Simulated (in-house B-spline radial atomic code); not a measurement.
Multiplet parameters of the 3p3 shell in Ar3+ ([Ne] 3s2 3p3). Method: non-relativistic Hartree-Fock, average of configuration, point nucleus. Calculated with a B-spline radial code for spherical atoms.

Slater integrals: F^2 = 72173 cm⁻¹. Central-field spin-orbit parameter ζ(3p) = 1197 cm⁻¹ (bare central field on non-relativistic orbitals, without two-electron terms: too large for light atoms, too small for heavy ones).

With F₂ = F^2/25 = 2887 cm⁻¹:

Where do the terms lie in LS coupling, without spin-orbit interaction?

In cm⁻¹ above the Hund's-rule term:
| term | expression | energy |
| --- | --- | --- |
| 4S | 0 F₂ | 0 |
| 2D | 9 F₂ | 25982 |
| 2P | 15 F₂ | 43304 |

Is LS coupling a fair picture here?

Fits to spectra need these integrals scaled down, since correlation screens the repulsion. Here ζ is 0.41 times F₂, so LS coupling is a fair start, though levels of equal J in close terms still mix.
